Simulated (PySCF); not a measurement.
1-chloro-1-methylcyclopropane (C4H7Cl), SMILES CC1(Cl)CC1. Atoms are numbered in the order given.

```xyz
12

C      1.6475     0.4972     0.0000
C      0.1663     0.2510     0.0000
Cl    -0.2264    -1.4835     0.0000
C     -0.7685     1.1421    -0.7532
C     -0.7685     1.1421     0.7532
H      2.1162     0.0561    -0.8923
H      1.8503     1.5789     0.0000
H      2.1162     0.0561     0.8923
H     -1.6135     0.6716    -1.2607
H     -0.3341     1.9960    -1.2814
H     -1.6135     0.6716     1.2607
H     -0.3341     1.9960     1.2814
```

Geometry: PBE0-D3(BJ)/def2-SVP.

Two levels are set side by side: PBE/pcSseg-1 (PySCF) and PBE0/pcSseg-1 (PySCF). GIAO shifts against HCl (³⁵Cl), TMS (¹H), TMS (¹³C) at the same level; non-relativistic, no solvent, atoms listed together averaged. Without spin–orbit terms, shifts of atoms bonded to Cl or Br come out too high at both levels. Differences are taken from unrounded values.

| quantity | PBE0 |
|---|---|
| δ(¹³C) of C1 (ppm) | 31.1 |
| δ(¹³C) of C2 (ppm) | 45.8 |
| δ(³⁵Cl) of Cl3 (ppm) | 200.7 |
| δ(¹³C) of C4, C5 (ppm) | 20.7 |

Question: What does PBE give, and how far is it from PBE0? (Estimate from the structure and the level; the computed values follow.)

Answer: 
| quantity | PBE | PBE minus PBE0 |
|---|---|---|
| δ(¹³C) of C1 (ppm) | 32.1 | 1.0 |
| δ(¹³C) of C2 (ppm) | 49.3 | 3.6 |
| δ(³⁵Cl) of Cl3 (ppm) | 226.4 | 25.7 |
| δ(¹³C) of C4, C5 (ppm) | 22.1 | 1.4 |

Rough cost on one machine, each run with all the roots and properties that it gave: PBE0 against PBE within a factor of 2.
